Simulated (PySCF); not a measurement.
PySCF input file for Al(H)3 cation (AlH₃), SMILES [AlH3] (connectivity only; charge and spin as stated), charge +1, multiplicity 2, PBE0-D3(BJ)/def2-TZVPD. Geometry optimised at PBE0-D3(BJ)/def2-TZVPD. The multiplicity is an assumed one; other spin states were not compared. The isomer is the one that the SMILES or the coordinates give; other isomers of the formula were not compared.

```python
import numpy as np
from pyscf import gto, scf, dft
from pyscf.hessian import thermo

mol = gto.M(
    atom='''
    Al    0.00000000   -0.00000000    0.08107686
    H    -0.00000000    0.87922172   -1.34228179
    H    -0.00000000   -0.87922173   -1.34228178
    H    -0.00000000    0.00000000    1.63056432
    ''',
    basis='def2-TZVPD',
    charge=1,
    spin=1,
    max_memory=1600,
    verbose=3,
)
mf = dft.UKS(mol, xc='pbe0').density_fit(auxbasis='def2-universal-jkfit')
mf.disp = 'd3bj'
mf.grids.level = 3
mf.conv_tol = 1e-11
mf.max_cycle = 100
mf.kernel()
fine, coarse = mf.grids, dft.Grids(mol).set(level=1).build(with_non0tab=True)
for _ in range(3):  # follow internal instabilities
    mf.grids = coarse
    mo, _, stable, _ = mf.stability(return_status=True, nroots=4)
    mf.grids = fine
    if stable:
        break
    mf.kernel(mf.make_rdm1(mo, mf.mo_occ))

# [left out here: the lines that compute and print the analytic Hessian (its translational invariance restored by hand, since the grid's response is missing), thermochemistry and intensities]
```

It prints:

```

WARN: HOMO -0.239475385815407 >= LUMO -0.239475385815407

converged SCF energy = -243.700581266926  <S^2> = 0.75981363  2S+1 = 2.0097897
<class 'pyscf.df.df_jk.DFUKS'> wavefunction is stable in the internal stability analysis

WARN: DFTD3 does not support analytical Hessian, using finite difference


WARN: Mole.unit (angstrom) is changed to Bohr

Mode                                 0                   1                   2
Irrep
Freq [cm^-1]                      378.9683            497.5011            689.6373
Reduced mass [au]                   1.1000              1.1069              1.0214
Force const [Dyne/A]                0.0931              0.1614              0.2862
Char temp [K]                     545.2510            715.7933            992.2345
Normal mode                   x     y     z       x     y     z       x     y     z
       0  Al                -0.00  0.06 -0.00    0.06  0.00 -0.00    0.00  0.00  0.02
       1   H                 0.00 -0.37 -0.10   -0.41 -0.00 -0.00   -0.00 -0.63 -0.31
       2   H                 0.00 -0.37  0.10   -0.41 -0.00  0.00   -0.00  0.63 -0.31
       3   H                 0.00 -0.79 -0.00   -0.75 -0.00  0.00   -0.00 -0.00  0.02
Mode                                 3                   4                   5
Irrep
Freq [cm^-1]                     1271.3865           1627.4280           2079.7779
Reduced mass [au]                   1.0153              1.0524              1.0519
Force const [Dyne/A]                0.9669              1.6422              2.6808
Char temp [K]                    1829.2422           2341.5065           2992.3373
Normal mode                   x     y     z       x     y     z       x     y     z
       0  Al                -0.00  0.02 -0.00    0.00  0.00  0.04   -0.00 -0.00 -0.04
       1   H                 0.00 -0.30  0.62   -0.00  0.32 -0.60    0.00 -0.03  0.05
       2   H                 0.00 -0.30 -0.62   -0.00 -0.32 -0.60    0.00  0.03  0.05
       3   H                 0.00  0.16 -0.00   -0.00  0.00  0.13    0.00 -0.00  0.97
temperature 298.1500 [K]
pressure 101325.00 [Pa]
Rotational constants [GHz] 324.28723 78.38433 63.12598
Symmetry number 2
Zero-point energy (ZPE) 0.01491 [Eh]   39145.994 [J/mol]
                           tot       elec      trans        rot        vib
Entropy [J/mol/K]       226.568      5.763    151.167     60.999      8.639
Cv [J/mol/K]             41.005      0.000     12.472     12.472     16.062
Cp [J/mol/K]             49.319      0.000     20.786     12.472     16.062
Internal energy [J/mol]                      3718.434   3718.434  40955.235
Internal energy [Eh]   -243.68215  -243.70058
Enthalpy [J/mol]                             6197.391   3718.434  40955.235
Enthalpy [Eh]          -243.68121
Gibbs free energy [J/mol]                  -38872.992 -14468.396  38379.438
Gibbs free energy [Eh] -243.70693
mode   freq/cm-1   IR/(km/mol)
   1      378.97         6.402
   2      497.50        95.753
   3      689.64        33.531
   4     1271.39       282.475
   5     1627.43         4.288
   6     2079.78         0.027
max |gradient| / (hartree/bohr): 1.0967827413467187e-06
APT charges: [ 1.066   0.0247  0.0247 -0.1154]
```

The calculation finished and met its thresholds.

Cost: very roughly 9 core-seconds.
